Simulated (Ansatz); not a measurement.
Program: Ansatz. Geometries: PBE0-D4/def2-TZVP. ΔE: electronic, gas phase. CBS: MP2 limit from def2 TZ/QZ plus the TZ coupled-cluster correction, frozen cores. Functionals use def2-TZVPP. def2 core potentials past Kr. For Sn outer-core shells are correlated without core-valence functions, which leaves a few kJ/mol of doubt a bond. One conformer a species, not always the lowest.

Consider the redistribution: `O[SiH](O)[SiH](O)F` + `C=[CH][SnH2][Cl]` → `C=C[Si@@H](O)[Si@@H](O)F` + `[OH][SnH2][Cl]`.

Task: Is it downhill or uphill in electronic energy at CCSD(T)/CBS, and by how much? (An estimate is asked.)

Result: Ansatz gave: Uphill: ΔE = +16.2 kcal/mol.

Task: What do these levels give: PBE-D4, PBE0-D4, B2PLYP, PBE, MP2/def2-TZVPP, MP2/CBS(def2)? (An estimate is asked.)

Result: Ansatz gave: PBE-D4 14.0, PBE0-D4 15.1, B2PLYP 16.0, PBE 14.1, MP2/def2-TZVPP 17.6, MP2/CBS(def2) 16.8 kcal/mol.

Largest T1 diagnostic among the species: 0.013.

From PBE to PBE0 (25 % exact exchange), in def2-TZVPP and without D4, ΔE moves by +1.2 kcal/mol.
